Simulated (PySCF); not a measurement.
## Radial density of Sr+ (strontium, charge +1)

PBE0, [Kr] 5s1, 2S determinant. Calculation: PySCF 2.14, in def2-SVP with the def2 core potential (28 electrons) (4s3p2d, 23 functions); a scalar-relativistic core potential. This is the valence pseudo-density: the core potential removes the inner electrons and smooths the orbitals near the nucleus.

```csv
r (bohr),4πr²ρ (e/bohr),4πr²(ρα − ρβ)
0.0658,1.763e-05,0.0000
0.111,4.288e-05,0.0000
0.186,0.0001217,0.0000
0.313,0.004880,0.0001
0.526,0.2603,0.0041
0.885,3.827,0.0495
1.49,6.147,0.0007
2.50,1.248,0.1915
4.21,0.3057,0.2911
7.09,0.02326,0.0232
11.9,5.331e-05,0.0001
```

Energies and moments cover only the electrons outside the core potential.
